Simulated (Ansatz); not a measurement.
Wavefunction ladder for C$_{2}$H$_{5}$ClF$_{2}$Si (`F[C@@H]([SiH3])[C@@H](F)Cl`)

```json
{"atom": "F1", "x (Å)": "-0.6445", "y (Å)": "-0.9006", "z (Å)": "-1.4728"}
{"atom": "C2", "x (Å)": "-0.0871", "y (Å)": "-0.6218", "z (Å)": "-0.2379"}
{"atom": "Si3", "x (Å)": "1.3261", "y (Å)": "0.6465", "z (Å)": "-0.4885"}
{"atom": "C4", "x (Å)": "-1.1395", "y (Å)": "-0.1445", "z (Å)": "0.7277"}
{"atom": "F5", "x (Å)": "-1.6116", "y (Å)": "1.0812", "z (Å)": "0.3684"}
{"atom": "Cl6", "x (Å)": "-2.5070", "y (Å)": "-1.2692", "z (Å)": "0.8311"}
{"atom": "H7", "x (Å)": "0.3235", "y (Å)": "-1.5549", "z (Å)": "0.1665"}
{"atom": "H8", "x (Å)": "2.3969", "y (Å)": "-0.0295", "z (Å)": "-1.2598"}
{"atom": "H9", "x (Å)": "0.8202", "y (Å)": "1.8296", "z (Å)": "-1.2189"}
{"atom": "H10", "x (Å)": "1.8395", "y (Å)": "1.0335", "z (Å)": "0.8518"}
{"atom": "H11", "x (Å)": "-0.7166", "y (Å)": "-0.0703", "z (Å)": "1.7324"}
```

Charge 0, multiplicity 1. All single points use the PBE0-D4/def2-TZVP geometry. It is one conformer, not always the lowest. Frozen core, restricted reference, Ansatz. CBS rows extrapolate triple and quadruple zeta; past MP2 they add the triple-zeta difference.

```
     basis      HF (Eh)  MP2 corr.  CCSD corr.       (T)  CCSD(T) total
def2-TZVPP  -1026.07401   -1.14542    -1.19625  -0.04362    -1027.31388
def2-QZVPP  -1026.10780   -1.24494           –         –              –
 CBS(def2)  -1026.11246   -1.31866    -1.36949     as TZ    -1027.52557
```
